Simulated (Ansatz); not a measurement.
Molecule: ZnH, net charge 0, doublet state. The spin state was set by rule; other spins were not relaxed. SMILES of the parent species: [ZnH]
Structure (B3LYP-D3(BJ)/def2-TZVP (Ansatz, an electronic-structure program) minimum search):
```xyz
2

Zn     0.0000     0.0000    -0.0527
H      0.0000     0.0000     1.5801
```
Charge 0, spin multiplicity 2.

Computed values are from Ansatz. Valence correlation only, unless marked. UHF or UKS for open shells. No spin-orbit coupling. The frozen core is the preceding noble-gas configuration, with the filled d and f shells of earlier blocks. Non-relativistic. CBS marks a two-point X^-3 extrapolation of the correlation energy; Hartree-Fock from the larger set.

```json
{
  "atomisation energy De": "22.5 kcal/mol at CCSD(T)/CBS(def2-TZVPPD,def2-QZVPPD)",
  "total_energy": "-1778.9077 Eh at CCSD(T)/CBS(def2-TZVPPD,def2-QZVPPD)",
  "dipole_moment": "0.76 D at CCSD(T)/def2-SVPD",
  "T1 diagnostic": "0.024 at CCSD/def2-QZVPPD"
}
```
